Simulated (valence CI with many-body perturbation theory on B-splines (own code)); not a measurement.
**Level structure of Ta⁶⁷⁺**

Computed by relativistic CI+MBPT: four valence electrons over a frozen Dirac-Fock core [He], a basis of 11 s, 11 p, 10 d, 8 f, 5 g, 2 h functions for each j, with the one-electron correlation potential Σ1, the two-electron term Σ2, the three-electron term Σ3, Breit, model QED; selected CI, second order for the rest, scaled by the run's own slope (own B-spline code, finite nucleus).

No measured spectrum was set against this ion. As an estimate, large intervals hold to a few tenths of a per cent, small ones and those within an open d or f shell to about a per cent. Among the levels kept, up to 1300 cm⁻¹ of a level comes from second order outside the variational space, and about a tenth of that is noise between levels of different J, which matters for small intervals.

Levels 91 to 135 of 219, with energies above the lowest level, (2s^2 2p1/2^2) J=0. "Leading %" is the weight of the configuration and term that name the level; weights of strongly mixed levels are sums over their largest components and can fall short. In the jj column 3d3/2^4 stands for four electrons in 3d with j = 3/2. Lifetimes count E1, E2, E3, M1 and M2 decay at the calculated energies, and are blank where another channel may lead or the interval is too uncertain; long ones can be off by a factor of two.

| No. | Configuration | Term | J | E (eV) | Leading % | Lifetime | g | Leading jj |
| --- | --- | --- | --- | --- | --- | --- | --- | --- |
| 91 | 2s 2p2 3d | 3G | 4 | 12252 | 34 | 44.4 fs | 1.133 | 2s 2p1/2 2p3/2 3d3/2 (97 %) |
| 92 | 2s 2p2 3d | 3D | 3 | 12261 | 32 | 659 as | 1.241 | 2s 2p1/2 2p3/2 3d3/2 (98 %) |
| 93 | 2s 2p2 3p | 3P° | 0 | 12263 | 80 | 49.8 fs |  | 2s 2p1/2 2p3/2 3p3/2 (100 %) |
| 94 | 2s 2p2 3p | 1D° | 2 | 12267 | 42 | 4.44 fs | 1.089 | 2s 2p1/2 2p3/2 3p3/2 (99 %) |
| 95 | 2s 2p2 3p | 3P° | 1 | 12268 | 32 | 4.11 fs | 1.368 | 2s 2p1/2 2p3/2 3p3/2 (99 %) |
| 96 | 2s 2p2 3d | 3D | 2 | 12269 | 34 | 585 as | 1.311 | 2s 2p1/2 2p3/2 3d3/2 (98 %) |
| 97 | 2s 2p2 3p | 3P° | 1 | 12274 | 50 | 25.0 fs | 1.187 | 2s 2p1/2 2p3/2 3p3/2 (99 %) |
| 98 | 2s 2p2 3d | 3P | 1 | 12278 | 32 | 574 as | 1.760 | 2s 2p1/2 2p3/2 3d3/2 (98 %) |
| 99 | 2s 2p2 3d | 5D | 4 | 12306 | 45 | 25.1 fs | 1.368 | 2s 2p1/2 2p3/2 3d5/2 (99 %) |
| 100 | 2s 2p2 3d | 3F | 2 | 12315 | 68 | 3.92 fs | 0.882 | 2s 2p1/2 2p3/2 3d3/2 (80 %) |
| 101 | 2s 2p2 3d | 3G | 3 | 12323 | 49 | 8.53 fs | 0.887 | 2s 2p1/2 2p3/2 3d3/2 (99 %) |
| 102 | 2s 2p2 3d | 1P | 1 | 12323 | 27 | 1.80 fs | 0.753 | 2s 2p1/2 2p3/2 3d3/2 (84 %) |
| 103 | 2s 2p2 3d | 3P | 2 | 12334 | 39 | 1.02 fs | 1.253 | 2s 2p1/2 2p3/2 3d5/2 (80 %) |
| 104 | 2s 2p2 3d | 3F | 3 | 12337 | 43 | 502 as | 1.288 | 2s 2p1/2 2p3/2 3d5/2 (96 %) |
| 105 | 2s 2p2 3d | 3D | 1 | 12343 | 61 | 742 as | 0.885 | 2s 2p1/2 2p3/2 3d3/2 (83 %) |
| 106 | 2s 2p2 3d | 3G | 5 | 12346 | 63 | 7.20 ps | 1.247 | 2s 2p1/2 2p3/2 3d5/2 (100 %) |
| 107 | 2s 2p2 3d | 3F | 2 | 12349 | 31 | 504 as | 1.019 | 2s 2p1/2 2p3/2 3d3/2 (92 %) |
| 108 | 2s 2p2 3d | 3P | 0 | 12356 | 84 | 446 as |  | 2s 2p1/2 2p3/2 3d3/2 (97 %) |
| 109 | 2s 2p2 3d | 3D | 1 | 12361 | 58 | 566 as | 0.909 | 2s 2p1/2 2p3/2 3d5/2 (74 %) |
| 110 | 2s 2p2 3d | 3D | 3 | 12371 | 60 | 710 as | 1.251 | 2s 2p1/2 2p3/2 3d5/2 (99 %) |
| 111 | 2s 2p2 3d | 3F | 4 | 12376 | 58 | 541 as | 1.200 | 2s 2p1/2 2p3/2 3d5/2 (98 %) |
| 112 | 2s 2p2 3d | 1D | 2 | 12382 | 43 | 760 as | 1.121 | 2s 2p1/2 2p3/2 3d5/2 (92 %) |
| 113 | 2s 2p2 3d | 1P | 1 | 12394 | 50 | 690 as | 1.023 | 2s 2p1/2 2p3/2 3d5/2 (92 %) |
| 114 | 2s 2p2 3d | 3P | 0 | 12401 | 49 | 670 as |  | 2s 2p1/2 2p3/2 3d5/2 (96 %) |
| 115 | 2s 2p2 3d | 3D | 3 | 12428 | 41 | 2.66 fs | 1.231 | 2s 2p1/2 2p3/2 3d5/2 (98 %) |
| 116 | 2s 2p2 3d | 3F | 4 | 12434 | 46 | 1.97 fs | 1.111 | 2s 2p1/2 2p3/2 3d5/2 (100 %) |
| 117 | 2s 2p2 3d | 3P | 2 | 12447 | 48 | 477 as | 1.211 | 2s 2p1/2 2p3/2 3d5/2 (98 %) |
| 118 | 2s 2p2 3d | 1F | 3 | 12448 | 43 | 488 as | 1.064 | 2s 2p1/2 2p3/2 3d5/2 (99 %) |
| 119 | 2s 2p2 3d | 3P | 1 | 12448 | 44 | 698 as | 1.421 | 2s 2p1/2 2p3/2 3d5/2 (99 %) |
| 120 | 2s 2p2 3d | 3D | 2 | 12452 | 42 | 667 as | 1.122 | 2s 2p1/2 2p3/2 3d5/2 (99 %) |
| 121 | 2p3 3p | 3D | 3 | 12529 | 49 | 2.68 fs | 1.315 | 2p1/2^2 2p3/2 3p3/2 (97 %) |
| 122 | 2p3 3p | 3P | 1 | 12529 | 34 | 2.49 fs | 1.327 | 2p1/2^2 2p3/2 3p3/2 (97 %) |
| 123 | 2p3 3p | 3P | 2 | 12558 | 44 | 2.43 fs | 1.308 | 2p1/2^2 2p3/2 3p3/2 (97 %) |
| 124 | 2p3 3p | 3P | 0 | 12584 | 68 | 2.63 fs |  | 2p1/2^2 2p3/2 3p3/2 (98 %) |
| 125 | 2p3 3d | 3D° | 2 | 12603 | 33 | 6.18 fs | 1.029 | 2p1/2^2 2p3/2 3d3/2 (98 %) |
| 126 | 2p3 3d | 3F° | 3 | 12611 | 27 | 17.3 fs | 1.066 | 2p1/2^2 2p3/2 3d3/2 (98 %) |
| 127 | 2p3 3d | 3D° | 1 | 12615 | 35 | 2.36 fs | 1.072 | 2p1/2^2 2p3/2 3d3/2 (99 %) |
| 128 | 2p3 3d | 3P° | 0 | 12619 | 64 | 33.1 fs |  | 2p1/2^2 2p3/2 3d3/2 (99 %) |
| 129 | 2p3 3d | 3F° | 4 | 12707 | 51 | 62.9 fs | 1.234 | 2p1/2^2 2p3/2 3d5/2 (99 %) |
| 130 | 2p3 3d | 3D° | 2 | 12720 | 33 | 960 as | 1.219 | 2p1/2^2 2p3/2 3d5/2 (98 %) |
| 131 | 2p3 3d | 3D° | 3 | 12736 | 47 | 433 as | 1.203 | 2p1/2^2 2p3/2 3d5/2 (98 %) |
| 132 | 2p3 3d | 3D° | 1 | 12749 | 32 | 645 as | 1.072 | 2p1/2^2 2p3/2 3d5/2 (98 %) |
| 133 | 2s 2p2 3s | 5P | 3 | 13028 | 63 | 9.11 fs | 1.509 | 2s 2p3/2^2 3s (100 %) |
| 134 | 2s 2p2 3s | 3P | 2 | 13056 | 55 | 3.57 fs | 1.338 | 2s 2p3/2^2 3s (100 %) |
| 135 | 2s 2p2 3p | 3P° | 2 | 13140 | 27 | 6.02 fs | 1.548 | 2s 2p3/2^2 3p1/2 (100 %) |
